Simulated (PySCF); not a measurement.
Orbital picture of CaO⁻

BHandHLYP at R = 1.887 Å; basis Ca def2-SVPD, O def2-SVPD; no relativity; PySCF 2.14. State: ²Σ⁺ (doublet), unpaired electrons σ ↑. Only the outer orbitals are listed, counted within each symmetry.

```tsv
spin	orbital	occ.	ε (eV)	on Ca (%)	main shells (%)
α	6σ	1	-25.63	92	92 Ca p
α	2π	1	-25.31	100	100 Ca p
α	2π	1	-25.31	100	100 Ca p
α	7σ	1	-17.46	8	93 O s
α	8σ	1	-1.84	15	83 O p, 9 Ca d
α	3π	1	-1.63	9	90 O p
α	3π	1	-1.63	9	90 O p
α	9σ	1	-0.09	99	73 Ca s, 25 Ca p
α	4π	0	3.12	105	100 Ca p
α	4π	0	3.12	105	100 Ca p
α	10σ	0	3.96	77	58 Ca p, 18 O s, 16 Ca d
β	6σ	1	-25.52	93	92 Ca p
β	2π	1	-25.29	100	100 Ca p
β	2π	1	-25.29	100	100 Ca p
β	7σ	1	-17.34	7	93 O s
β	3π	1	-1.58	10	90 O p, 8 Ca d
β	3π	1	-1.58	10	90 O p, 8 Ca d
β	8σ	1	-1.57	14	85 O p, 9 Ca d
β	9σ	0	2.29	80	50 Ca s, 28 Ca p, 14 O s
β	4π	0	3.41	107	105 Ca p
β	4π	0	3.41	107	105 Ca p
```

**Question.** Which are the highest filled and the lowest empty level, where do they sit, and how wide is the gap?

**Answer.** Highest filled α 9σ at -0.09 eV (in %: 73 Ca s, 25 Ca p); lowest empty β 9σ at 2.29 eV (in %: 50 Ca s, 28 Ca p, 14 O s); the gap at BHandHLYP is 2.38 eV. An empty level above zero is unbound, and its energy depends on the basis.

```
bond order (Mayer)                                                                                                : 1.02
⟨S²⟩                                                                                                              : 0.751
charge on Ca (Mulliken, basis-dependent)                                                                          : 0.39
charge on Ca (Löwdin, basis-dependent)                                                                            : 0.36
dipole moment (positive dipole points towards O; it is taken about the centre of mass and depends on that origin) : -2.93 D
```

Shares are Mulliken populations and can fall outside 0 to 100 %.

The state is the lowest determinant that a PBE0 search found; another state may lie lower at other levels.
